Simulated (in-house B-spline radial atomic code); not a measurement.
**The osmium ion Os²⁺: [Xe] 4f14 5d5 9f1 (an excited or competing configuration)**

Computed with a radial B-spline atomic code at the basis-set limit: Dirac-Hartree-Fock, average of configuration, Fermi nucleus of rms radius 5.4126 fm.

Z_r = [3n² - l(l+1)]/(2<r>); Z_e = n√(-2ε); the last column is Slater's effective charge. Values are occupation-weighted means over j. An effective charge above Z reflects the relativistic contraction of the inner shells.

```
shell  electrons   ε (eV)  <r> (bohr)    Z_r    Z_e  Slater
   1s          2   -74382     0.01773  84.58  73.94   75.70
   2s          2   -13119     0.07422  80.85  62.10   71.85
   2p          6   -11511     0.06682  74.83  58.17   71.85
   3s          2  -3139.8       0.193  69.96  45.57   64.75
   3p          6  -2653.3      0.1933  64.66  41.89   64.75
   3d         10  -2066.7      0.1763  59.56  36.97   54.85
   4s          2  -720.21      0.4319  55.57  29.10   48.25
   4p          6   -556.3      0.4576  50.26  25.58   48.25
   4d         10   -339.4       0.489  42.94  19.98   36.85
   5s          2  -137.37       1.019  36.82  15.89   18.35
   4f         14  -100.76      0.5505  32.70  10.89   25.45
   5p          6  -91.939       1.164  31.35  13.00   18.35
   5d          5  -39.562       1.601  21.55   8.53    6.60
   9f          1  -1.9627        29.1   3.97   3.42    3.00
```

The least bound orbital is 9f5/2 at -1.962 eV, and it is also the most diffuse (<r> = 29.11 bohr).

Spin-orbit splittings of the orbital energies (j = l + 1/2 above j = l - 1/2 when positive): 2p 1534 eV, 3p 339.5 eV, 3d 72.81 eV, 4p 80.64 eV, 4d 15.18 eV, 4f 2.982 eV, 5p 12.96 eV, 5d 1.194 eV, 9f -0.0009094 eV.

For the 1s electron the small component carries 8.26 % of the norm, the zero-frequency Breit interaction raises the level by 265.9 eV, self-energy by 167.7 eV, and vacuum polarisation lowers it by 32.68 eV.
